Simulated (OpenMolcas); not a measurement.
## Ni7+, Pd7+, Pt7+: d³ down the group

| Quantity | Value |
| --- | --- |
| Program | OpenMolcas |
| Method | XMS-CASPT2, IPEA 0.25 Eh, imaginary shift 0.1 Eh |
| Basis | ANO-RCC-VTZP |
| Scalar Hamiltonian | DKH2, point nucleus |
| Spin-orbit coupling | state interaction with AMFI integrals over the reference wave functions, term energies averaged over their components |

Active space for each ion: 3 electrons in 10 orbitals (d d); closed shells correlated by CASPT2: Ni7+ 3s 3p; Pd7+ 4s 4p; Pt7+ 5s 5p.

Computed levels in cm-1 above ⁴F_3/2:

```csv
Level,Ni7+,Pd7+,Pt7+
⁴F_5/2,990,2460,10380
⁴F_7/2,2300,5300,17530
⁴P_1/2,24260,17010,22680
⁴P_5/2,25850,20690,34410
²G_7/2,27270,21050,32760
²G_9/2,28510,22220,53550
²P_3/2,34200,33350,57450
²P_1/2,34700,26690,40990
²H_9/2,37490,29840,34450
weight of ⁴F in the lowest level (%),100,97,76
```

Mixed levels, with the weight of the term that names them: Ni7+ ²P_3/2 (54 %), Pd7+ ²G_9/2 (58 %), Pd7+ ²P_3/2 (55 %), Pd7+ ²H_9/2 (63 %), Pt7+ ⁴P_1/2 (68 %), Pt7+ ²G_7/2 (74 %), Pt7+ ²G_9/2 (59 %), Pt7+ ²P_3/2 (56 %), Pt7+ ²P_1/2 (68 %), Pt7+ ²H_9/2 (54 %).

Measured, with the error of the calculation in %. Measured levels: Ni7+ from Corliss and Sugar, J. Phys. Chem. Ref. Data 10, 197 (1981).

```tsv
Level	Ni7+
⁴F_5/2	1012 (-2.2)
⁴F_7/2	2184 (+5.2)
⁴P_1/2	23261 (+4.3)
⁴P_5/2	24669 (+4.8)
```

The fine-structure level ⁴F_7/2 changes by a factor of 7.62 from Ni7+ to Pt7+.

Without spin-orbit coupling ⁴P lies 23030, 14350, 13200 cm-1 above ⁴F in that order; the difference to the level ⁴P_1/2, of either sign, comes from spin-orbit coupling, which also lowers the zero.

CASPT2 does not keep the components of a term degenerate, so their means are used; among the terms shown or strongly mixed into the levels shown the widest spread is 1200 cm-1 (4d³ ⁴F, Pd7+). The CASPT2 spread within a term exceeds the gap to the next term for 3d³ ²D(1) and 3d³ ²H, so the order of their levels is uncertain (figures for Ni7+; the like holds for Pd7+). Active for correlation alone: 4d; no level in the range computed is led by a configuration that fills it, so any true level of that kind is missing (holds for Ni7+). Active for correlation alone: 5d; no level in the range computed is led by a configuration that fills it, so any true level of that kind is missing (holds for Pd7+). Active for correlation alone: 6d; no level in the range computed is led by a configuration that fills it, so any true level of that kind is missing (holds for Pt7+). Computed and measured levels are paired by configuration, term and J; levels that our copy of the source lacks, or whose pairing is in doubt (as where it misses far off the trend of its configuration), stay unpaired and out of the deviations. Levels of configurations outside the active space are missing.

A number in round brackets counts repeated terms of one configuration in the order of the reference energies.
